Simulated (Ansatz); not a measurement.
System: C₇H₁₄ (charge 0, singlet). 
Geometry from a B3LYP-D3(BJ)/def2-TZVP (Ansatz, a program for electronic structure) optimisation:
SMILES: C1C[C@@H](C)C[C@H]1C
```xyz
21

C     -2.4987    -0.2215    -0.7192
C     -1.2281    -0.2950     0.1148
C     -0.7856     1.0596     0.7109
C      0.7580     0.9988     0.8234
C      1.1767    -0.3852     0.2781
C      2.5492    -0.4045    -0.3787
C      0.0152    -0.7680    -0.6434
H     -2.7713    -1.2007    -1.1193
H     -2.3656     0.4602    -1.5638
H     -3.3422     0.1427    -0.1281
H     -1.3959    -0.9952     0.9413
H     -1.2701     1.2543     1.6687
H     -1.0856     1.8675     0.0388
H      1.1110     1.1503     1.8444
H      1.2146     1.7837     0.2153
H      1.1821    -1.0953     1.1129
H      3.3304    -0.1029     0.3229
H      2.5796     0.2850    -1.2268
H      2.8012    -1.4010    -0.7485
H      0.0997    -0.2201    -1.5902
H     -0.0082    -1.8333    -0.8833
```

Basis-set convergence of Hartree-Fock and MP2 correlation energies (hartree) with Ansatz. Correlated levels leave the core frozen unless marked. Spin-orbit coupling is left out. Non-relativistic.

```tsv
basis	functions	E(HF)	E(corr, MP2)
aug-cc-pVDZ	287	-273.26396	-1.04075
aug-cc-pVTZ	644	…	…
```

Problem. Some entries are withheld; supply them.

Solution. 
- aug-cc-pVTZ, E(HF): -273.32827
- aug-cc-pVTZ, E(corr, MP2): -1.23916
